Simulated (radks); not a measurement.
Values are calculated unless marked as measured or tabulated.
The germanium anion Ge- inside a hard spherical wall (all orbitals vanish at R), configuration held at [Ar] 3d10 4s2 4p3 and not refilled when levels cross. Level of theory: non-relativistic Kohn-Sham, LDA (Slater exchange, Perdew-Wang correlation), spin-polarised, spherical densities, point nucleus; open shells are filled with parallel spins first (a radial shooting solver on a logarithmic mesh with Libxc functionals). Eigenvalues in eV for spin up, with the zero of energy where the potential of the charges vanishes at infinity; a dash marks a level that is unbound or too diffuse for the functional's potential to be trusted. A positive occupied level is held by the wall or, in an anion where self-interaction has pushed it up, behind a barrier. The pressure on the wall is -dE/dV.

R (bohr),E (hartree),kinetic (hartree),e(3p),e(3d),e(4s),e(4p),"e(5s, empty)","e(5p, empty)",pressure (GPa)
12,-2073.87038,2071.863,-107.22,-23.527,-5.694,1.233,3.195,4.428,0.0165
10,-2073.86646,2071.881,-106.90,-23.200,-5.422,1.483,4.122,5.966,0.0805
6,-2073.77795,2072.231,-103.84,-20.176,-3.145,3.971,12.334,17.252,5.21
5,-2073.63845,2072.741,-101.16,-17.545,-1.154,6.417,20.231,26.816,21.3
4,-2073.20521,2074.183,-95.913,-12.419,3.291,12.017,38.029,47.118,111
3.5,-2072.66596,2075.853,-91.453,-8.089,7.795,17.640,55.596,66.435,286
3,-2071.54766,2079.180,-84.654,-1.494,15.972,27.611,85.987,99.015,841
2.5,-2068.96341,2086.683,-73.308,9.646,32.766,47.359,143.43,158.96,2970
2,-2061.94291,2106.686,-51.700,31.735,73.778,93.220,266.62,283.77,13700
1.5,-2037.54663,2173.566,-1.065,86.647,200.81,225.95,586.11,596.86,95900
